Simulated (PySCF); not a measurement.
Identify the compound

An unknown has the formula C$_{6}$H$_{5}$O$_{4}$P. Its calculated NMR data are:

¹H NMR (300 MHz, computed): δ 11.36 (m, 1H), 8.94 (m, 1H), 4.20 (s, 3H).

¹³C{¹H} NMR (computed): δ 194.3 (CH), 193.9 (CH), 165.0 (C), 162.8 (C), 157.0 (C), 54.3 (CH3).

No relativistic terms, in vacuum, equivalent nuclei averaged, one computed conformer. Coordinates at the GFN2-xTB level; σ from GIAO-PBE0/pcSseg-1; PySCF 2.14.

Referencing at the same level of theory: ¹H, ¹³C against TMS.

Propose a structure and justify it.

Results:


6 carbon signals for 6 carbons: no two carbons are equivalent. Carbon types of the structure: 3 × C, 2 × CH, 1 × CH3, which accounts for all hydrogens. δC 194.3: aromatic CH next to the ring oxygen. δC 193.9: aldehyde carbonyl carbon; the double bond to the heteroatom, with no lone-pair donor beside it, deshields it most. δC 165.0: ester carbonyl carbon; it is a carbonyl in resonance with an O or N lone pair, the region of acids, esters and amides. δC 162.8: substituted aromatic carbon. δC 157.0: substituted aromatic carbon next to the ring oxygen. δH 11.36: hydrogen on an aldehyde carbonyl carbon; deshielded by the polar, anisotropic C=O bond. δH 8.94: hydrogen on an aromatic CH next to the ring oxygen; aromatic region.

The compound is SMILES COC(=O)c1ocpc1C=O.

The shifts were computed for this structure.

Splittings by ³¹P in the carbon and heteronuclear signals aren't shown, as no couplings were computed. Shifts are as computed. Against solution values, carbons near 30 ppm lie about +3 ppm off and those near 130 ppm about +5 ppm. Of 1211 compounds with measured shifts, 218 miss one by over three times the rms of a fit or turn the order of signals round; such compounds aren't used in these exercises. No couplings were computed; multiplicities are counted from neighbouring protons, with m where these are inequivalent, close in shift, in a saturated or five-membered ring or joined by F or P, and br s for small geminal =CH2 splittings.
